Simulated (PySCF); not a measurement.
C4H5F. Atoms are numbered in the order given.

```xyz
10

C      2.0728    -0.7214    -0.2807
C      0.9939    -0.2558     0.0078
C     -0.3159     0.2868     0.3749
C     -1.4178    -0.7500     0.2957
F     -0.6335     1.3446    -0.4523
H      3.0321    -1.1299    -0.5407
H     -0.2484     0.6887     1.4026
H     -1.4918    -1.1414    -0.7286
H     -1.2112    -1.5860     0.9786
H     -2.3770    -0.2903     0.5729
```
Charge 0, spin multiplicity 1.

Coordinates come from a PBE0-D3(BJ)/def2-SVP optimisation. The structure was generated by enumeration; whether it is a known compound was not checked.

The numbers are results of SMD-M06-2X/def2-SVP in PySCF, not measurements.

Solvation free energies are E(SMD) − E(gas) at the gas-phase geometry, for 1 M in both phases. In vacuum the dipole moment is 1.86 D.

Task: Estimate the solvation free energies in water, N,N-dimethylformamide, chloroform. (The exact figures need the calculation; the answer reports its results.)

Result: 
```json
[
 {"solvent": "water", "ΔG(solv) (kcal/mol)": "-1.2", "its non-electrostatic (CDS) part": "4.6", "dipole (D)": "2.30"},
 {"solvent": "N,N-dimethylformamide", "ΔG(solv) (kcal/mol)": "-4.1", "its non-electrostatic (CDS) part": "1.6", "dipole (D)": "2.29"},
 {"solvent": "chloroform", "ΔG(solv) (kcal/mol)": "-4.5", "its non-electrostatic (CDS) part": "-0.4", "dipole (D)": "2.17"}
]
```
